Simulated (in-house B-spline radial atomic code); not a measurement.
# Bi²²⁺: [Ar] 3d10 4s1 4p6 4d10 4f14 5s2 (with a hole in an inner shell)

All numbers are computed (Dirac-Hartree-Fock, average of configuration; Fermi nucleus of rms radius 5.5211 fm) with a radial B-spline atomic code at the basis-set limit, not measured.

Z_r = [3n² - l(l+1)]/(2<r>); Z_e = n√(-2ε); the last column is Slater's effective charge. Values are occupation-weighted means over j. An effective charge above Z reflects the relativistic contraction of the inner shells.

| shell | electrons | ε (eV) | <r> (bohr) | Z_r | Z_e | Slater |
| --- | --- | --- | --- | --- | --- | --- |
| 1s | 2 | -91733 | 0.01579 | 94.98 | 82.11 | 82.70 |
| 2s | 2 | -17103 | 0.06573 | 91.28 | 70.91 | 78.85 |
| 2p | 6 | -14879 | 0.05993 | 83.43 | 66.14 | 78.85 |
| 3s | 2 | -4619.1 | 0.1707 | 79.10 | 55.28 | 71.75 |
| 3p | 6 | -3964.9 | 0.1721 | 72.62 | 51.21 | 71.75 |
| 3d | 10 | -3232.5 | 0.1573 | 66.76 | 46.24 | 61.85 |
| 4s | 1 | -1512.5 | 0.3753 | 63.96 | 42.17 | 55.60 |
| 4p | 6 | -1281.4 | 0.396 | 58.08 | 38.82 | 55.60 |
| 4d | 10 | -1008.1 | 0.4125 | 50.91 | 34.43 | 44.85 |
| 4f | 14 | -712.92 | 0.4144 | 43.43 | 28.95 | 33.45 |
| 5s | 2 | -643.1 | 0.7507 | 49.95 | 34.38 | 28.30 |

The least bound orbital is 5s1/2 at -643.1 eV, and it is also the most diffuse (<r> = 0.7507 bohr). The part-filled 4s shell lies below the filled 5s shell in orbital energy.

Spin-orbit splittings of the orbital energies (j = l + 1/2 above j = l - 1/2 when positive): 2p 2325 eV, 3p 528.4 eV, 3d 111.2 eV, 4p 134.3 eV, 4d 25.75 eV, 4f 6.082 eV.

For the 1s electron the small component carries 10.1 % of the norm, the zero-frequency Breit interaction raises the level by 356.9 eV, self-energy by 233.5 eV, and vacuum polarisation lowers it by 50.59 eV.
